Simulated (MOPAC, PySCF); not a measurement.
CH2Se, SMILES `C=[Se]`, neutral singlet in the gas phase. 

Z-matrix (Å, degrees):
```
C
H 1 1.0878
H 1 1.0878 2 116.39
Se 1 1.7470 2 121.80 3 -180.00
```
Charge 0, multiplicity 1.

All levels are single points at this geometry (r2SCAN-D4/def2-TZVP); Pople sets use spherical d functions. Orbital energies aren't observables, and empty levels follow the basis.

| level | HOMO (eV) | LUMO (eV) | gap (eV) | dipole (D) | vertical IE, Delta-SCF (eV) |
|---|---|---|---|---|---|
| PBE-D3(BJ)/def2-TZVP in PySCF | -5.27 | -3.70 | 1.57 | 1.45 | 8.84 |
| r2SCAN-D4/def2-TZVP in PySCF | -5.50 | -3.63 | 1.87 | 1.61 | 8.83 |
| B3LYP/3-21G in PySCF | -5.79 | -2.55 | 3.25 | 1.38 | – |
| B3LYP/6-31G* in PySCF | -6.06 | -2.76 | 3.29 | 1.74 | 8.88 |
| BP86/6-31G* in PySCF | -5.24 | -3.61 | 1.63 | 1.68 | – |
| M06-2X/6-31G* in PySCF | -7.52 | -1.74 | 5.78 | 1.76 | – |
| PBE/6-31G* in PySCF | -5.13 | -3.50 | 1.63 | 1.66 | 8.80 |
| SVWN5/6-31G* in PySCF | -5.22 | -3.69 | 1.53 | 1.71 | 9.02 |
| HF/6-31G* in PySCF | -8.94 | 1.06 | 10.00 | 2.16 | – |
| HF/STO-3G in PySCF | -6.54 | 4.40 | 10.94 | 1.86 | – |
| AM1 in MOPAC | -7.59 | -1.36 | 6.23 | 1.49 | – |
| PM3 in MOPAC | -9.14 | -2.21 | 6.93 | 2.27 | – |
| PM6 in MOPAC | -8.39 | -1.69 | 6.71 | 1.72 | – |
